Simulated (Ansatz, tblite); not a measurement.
Cost and result up the ladder for SnGe₂ (the lowest singlet isomer of a short search) (3 atoms). Charge 0, multiplicity 1. Geometry: r2SCAN-D4/def2-TZVP.

```xyz
3

Ge   -0.559    0.714    1.405
Ge    0.350    0.876   -0.687
Sn    0.209   -1.590   -0.719
```

Ansatz on 4 threads of Arm Neoverse V1 on a shared host; xTB runs through tblite on one thread. Times are rough, summed over both states, and most runs start from the orbitals of an earlier one. B2PLYP/def2-TZVP serves as the yardstick here, not as an exact answer. The other state is a quintet at its own geometry, which has other bonds, so the gap mixes isomer and spin.

In the def2 sets Sn takes a core potential; there is no spin–orbit coupling. The xTB rows come from tblite. Correlated methods freeze 22 core orbitals; core or outer-core shells of Ge, Sn are correlated, in sets that lack core-valence functions. The order of the spin states hangs on the level: the triplet lies 0.07 eV below the singlet at r2SCAN0-D4/def2-TZVP, but 0.17 eV above it at PBE-D4/def2-TZVP. At PBE0-D4/def2-TZVP a singlet of charge 0 lies 1.69 eV below the quintet, each at its own geometry. The structure comes from a short search, and lower isomers may exist.

Run but left out: HF/def2-TZVP, PBE-QIDH/def2-TZVP (singlet: restricted singlet, unstable towards broken spin symmetry).

Correlated methods converge slowly with the basis.

xTB has no spin-polarisation term.

```json
{"level": "r2SCAN0-D4/def2-TZVP", "functions": "146", "quintet − singlet (eV)": "1.57", "difference from B2PLYP/def2-TZVP (eV)": "-0.51", "remarks": "–"}
{"level": "GFN2-xTB", "functions": "27", "quintet − singlet (eV)": "2.60", "difference from B2PLYP/def2-TZVP (eV)": "0.52", "remarks": "–"}
{"level": "PBE0-D4/def2-TZVP (with forces)", "functions": "146", "quintet − singlet (eV)": "1.69", "difference from B2PLYP/def2-TZVP (eV)": "-0.39", "remarks": "–"}
{"level": "B2PLYP/def2-TZVP", "functions": "146", "quintet − singlet (eV)": "2.08", "difference from B2PLYP/def2-TZVP (eV)": "0.00", "remarks": "–"}
{"level": "PBE-D4/def2-TZVP", "functions": "146", "quintet − singlet (eV)": "1.83", "difference from B2PLYP/def2-TZVP (eV)": "-0.25", "remarks": "–"}
{"level": "MP2/def2-TZVP", "functions": "146", "quintet − singlet (eV)": "2.28", "difference from B2PLYP/def2-TZVP (eV)": "0.21", "remarks": "restricted SCF unstable (singlet)"}
{"level": "GFN1-xTB", "functions": "27", "quintet − singlet (eV)": "2.79", "difference from B2PLYP/def2-TZVP (eV)": "0.71", "remarks": "–"}
{"level": "r2SCAN-D4/def2-TZVP", "functions": "146", "quintet − singlet (eV)": "1.69", "difference from B2PLYP/def2-TZVP (eV)": "-0.39", "remarks": "–"}
{"level": "BHLYP-D4/def2-TZVP", "functions": "146", "quintet − singlet (eV)": "1.69", "difference from B2PLYP/def2-TZVP (eV)": "-0.39", "remarks": "–"}
{"level": "RPA@PBE/def2-TZVP", "functions": "146", "quintet − singlet (eV)": "1.90", "difference from B2PLYP/def2-TZVP (eV)": "-0.18", "remarks": "–"}
{"level": "ωB97X-V/def2-TZVP", "functions": "146", "quintet − singlet (eV)": "1.90", "difference from B2PLYP/def2-TZVP (eV)": "-0.18", "remarks": "–"}
```

Question: Estimate how long each takes.

Answer: GFN1-xTB 0.006 s; GFN2-xTB 0.011 s; PBE-D4/def2-TZVP 4.1 s; MP2/def2-TZVP 7.7 s; RPA@PBE/def2-TZVP 7.9 s; PBE0-D4/def2-TZVP (with forces) 10 s; BHLYP-D4/def2-TZVP 11 s; r2SCAN-D4/def2-TZVP 13 s; B2PLYP/def2-TZVP 13 s; r2SCAN0-D4/def2-TZVP 20 s; ωB97X-V/def2-TZVP 30 s. On shared hardware such times vary by a factor of up to 3.
